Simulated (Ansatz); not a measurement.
Reaction (redistribution): `[F][In]([O][SiH3])[O][SiH3]` + `[OH][In]([SH])[Cl]` → `[F][In]([SH])[O][SiH3]` + `[OH][In]([Cl])[O][SiH3]`

Program: Ansatz. Geometries: PBE0-D4/def2-TZVP. ΔE: electronic, gas phase. CBS: MP2 limit from def2 TZ/QZ plus the TZ coupled-cluster correction, frozen cores. DFT in def2-TZVPP. B3LYP here is the variant with VWN-RPA as its local correlation; programs differ in this. Elements past krypton have def2 core potentials. For In outer-core shells are correlated without core-valence functions, which leaves a few kJ/mol of doubt a bond. Each species was taken in one conformer, which may not be the lowest.

**Question.** Is it downhill or uphill in electronic energy at CCSD(T)/CBS, and by how much? (An estimate is asked.)

**Answer.** The calculation gave: Downhill: ΔE = -4.5 kJ/mol.

**Question.** What do these levels give: r2SCAN-D4, B3LYP-D4, ωB97X-V, ωB97M-V, B2PLYP, PBE, r2SCAN, B3LYP, HF/def2-TZVPP, SCS-MP2/def2-TZVPP, SCS-MP2/def2-QZVPP, CCSD/CBS(def2)? (Best estimate.)

**Answer.** Ansatz gave: r2SCAN-D4 -5.2, B3LYP-D4 -4.1, ωB97X-V -4.6, ωB97M-V -5.0, B2PLYP -6.5, PBE -6.6, r2SCAN -5.9, B3LYP -7.9, HF/def2-TZVPP -6.1, SCS-MP2/def2-TZVPP -4.7, SCS-MP2/def2-QZVPP -4.4, CCSD/CBS(def2) -4.8 kJ/mol.

Largest T1 diagnostic among the species: 0.016.

The D4 term adds +3.8 kJ/mol with B3LYP and +2.3 kJ/mol with PBE0; it sums over pairs of atoms, weighted by their polarisabilities, and B3LYP, whose exchange is more repulsive, gets the larger term.
